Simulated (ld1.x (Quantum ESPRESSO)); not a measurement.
# Logarithmic derivatives: gallium, PAW

| Item | Value |
| --- | --- |
| Element | Ga (Z = 31) |
| Generator | ld1.x (Quantum ESPRESSO) 7.5 |
| Type | PAW |
| Functional | LDA (PZ) |
| Relativity | scalar-relativistic |
| Frozen core | [Ar] 3d10 |
| Valence charge | 3 |
| Reference configuration | 4s2 4p1 |
| Partial waves | 4s (bound): rcut 1.65, rcutus 1.85 bohr; 4s channel at 0.05 Ry: rcut 1.65, rcutus 1.85 bohr; 4p (bound): rcut 2.15, rcutus 2.30 bohr; 4p channel at 2.25 Ry: rcut 2.15, rcutus 2.30 bohr; 4d channel at 0.4 Ry: rcut 2.10, rcutus 2.35 bohr |
| Local potential | all-electron potential smoothed inside 1.80 bohr (lloc = -1) |
| Core correction | Bessel-smoothed model core, default radius (core density twice the valence density) |
| Augmentation charge | PSQ, inside the norm-conserving radii |

The phase is arctan(r·u′/u) with u = r·R(r), unwrapped; energies in Ry, scanned from -3 to 5 Ry. A pole is an energy at which the radial function vanishes at the test radius. The pseudo phase is shifted by a multiple of π to meet the all-electron one at the reference energy, and phase errors are pseudo minus all-electron; the curves can meet again beyond the range given. Levels narrower than the energy grid can be missing from the lists of poles.

| channel | radius (bohr) | reference energy (Ry) | poles, all-electron | poles, pseudo | unbroken range about the reference energy with phases within 0.05 rad | phase error 1 Ry above the reference energy (rad) |
| --- | --- | --- | --- | --- | --- | --- |
| s | 2.55 | -0.67 | 0.56 | 0.56 | below 3.6 | -0.000 |
| p | 2.55 | -0.20 | 1.68 | 1.68 | below 4.6 | -0.000 |
| d | 2.55 | 0.40 | -1.39, 3.71 | 2.69 | -1.1 to 0.9 | -0.229 |

Phases in the p channel:

```json
{"E (Ry)": "-3.00", "all-electron": "1.317", "pseudo": "1.316"}
{"E (Ry)": "-2.52", "all-electron": "1.286", "pseudo": "1.286"}
{"E (Ry)": "-2.04", "all-electron": "1.243", "pseudo": "1.243"}
{"E (Ry)": "-1.56", "all-electron": "1.174", "pseudo": "1.174"}
{"E (Ry)": "-1.08", "all-electron": "1.045", "pseudo": "1.045"}
{"E (Ry)": "-0.60", "all-electron": "0.730", "pseudo": "0.730"}
{"E (Ry)": "-0.12", "all-electron": "-0.227", "pseudo": "-0.227"}
{"E (Ry)": "0.36", "all-electron": "-1.099", "pseudo": "-1.099"}
{"E (Ry)": "0.84", "all-electron": "-1.384", "pseudo": "-1.384"}
{"E (Ry)": "1.32", "all-electron": "-1.510", "pseudo": "-1.510"}
{"E (Ry)": "1.80", "all-electron": "-1.587", "pseudo": "-1.587"}
{"E (Ry)": "2.28", "all-electron": "-1.646", "pseudo": "-1.646"}
{"E (Ry)": "2.76", "all-electron": "-1.701", "pseudo": "-1.701"}
{"E (Ry)": "3.24", "all-electron": "-1.763", "pseudo": "-1.764"}
{"E (Ry)": "3.72", "all-electron": "-1.846", "pseudo": "-1.849"}
{"E (Ry)": "4.20", "all-electron": "-1.986", "pseudo": "-1.998"}
{"E (Ry)": "4.68", "all-electron": "-2.298", "pseudo": "-2.355"}
```
